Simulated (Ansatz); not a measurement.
Species: YI, charge 0, multiplicity 1. SMILES: [Y][I]
Coordinates optimised at B3LYP-D3(BJ)/def2-TZVP (Ansatz, a program for electronic structure):
```
Y
I 1 2.7895
```
Charge 0, spin multiplicity 1.

Quantity: vertical ionisation energy (to the doublet state of charge +1; each state is the SCF solution reached for its spin; for the singlet the Hartree-Fock reference is unstable and T1 is 0.016), in eV. Valence correlation only, unless marked. UHF or UKS for open shells. Spin-orbit coupling is left out. Frozen are the shells of the preceding noble gas and the d and f shells that filled before the atom's block. In def2 rows, elements after Kr have scalar-relativistic effective core potentials. CBS marks a two-point X^-3 extrapolation of the correlation energy; Hartree-Fock from the larger set.

```json
[
 {"level": "SVWN5/def2-TZVPD", "program": "Ansatz", "vertical ionisation energy (eV)": "6.51", "minus last row": "0.04"},
 {"level": "PBE/def2-TZVPD", "program": "Ansatz", "vertical ionisation energy (eV)": "6.30", "minus last row": "-0.17"},
 {"level": "r2SCAN/def2-TZVPD", "program": "Ansatz", "vertical ionisation energy (eV)": "6.09", "minus last row": "-0.38"},
 {"level": "B3LYP/def2-TZVPD", "program": "Ansatz", "vertical ionisation energy (eV)": "6.44", "minus last row": "-0.03"},
 {"level": "PBE0/def2-TZVPD", "program": "Ansatz", "vertical ionisation energy (eV)": "6.32", "minus last row": "-0.15"},
 {"level": "BHLYP/def2-TZVPD", "program": "Ansatz", "vertical ionisation energy (eV)": "6.34", "minus last row": "-0.13"},
 {"level": "CAM-B3LYP/def2-TZVPD", "program": "Ansatz", "vertical ionisation energy (eV)": "6.46", "minus last row": "-0.01"},
 {"level": "wB97M-V/def2-TZVPD", "program": "Ansatz", "vertical ionisation energy (eV)": "6.58", "minus last row": "0.11"},
 {"level": "wB97X-V/def2-TZVPD", "program": "Ansatz", "vertical ionisation energy (eV)": "6.41", "minus last row": "-0.06"},
 {"level": "CCSD/def2-SVPD", "program": "Ansatz", "vertical ionisation energy (eV)": "6.40", "minus last row": "-0.07"},
 {"level": "CCSD/def2-TZVPPD", "program": "Ansatz", "vertical ionisation energy (eV)": "6.42", "minus last row": "-0.05"},
 {"level": "CCSD/def2-QZVPPD", "program": "Ansatz", "vertical ionisation energy (eV)": "6.43", "minus last row": "-0.04"},
 {"level": "CCSD/CBS(def2-TZVPPD,def2-QZVPPD)", "program": "Ansatz", "vertical ionisation energy (eV)": "6.45", "minus last row": "-0.02"},
 {"level": "CCSD(T)/def2-SVPD", "program": "Ansatz", "vertical ionisation energy (eV)": "6.40", "minus last row": "-0.07"},
 {"level": "CCSD(T)/def2-TZVPPD", "program": "Ansatz", "vertical ionisation energy (eV)": "6.43", "minus last row": "-0.04"},
 {"level": "CCSD(T)/def2-QZVPPD", "program": "Ansatz", "vertical ionisation energy (eV)": "6.45", "minus last row": "-0.02"},
 {"level": "CCSD(T)/CBS(def2-TZVPPD,def2-QZVPPD)", "program": "Ansatz", "vertical ionisation energy (eV)": "6.47", "minus last row": "0.00"}
]
```
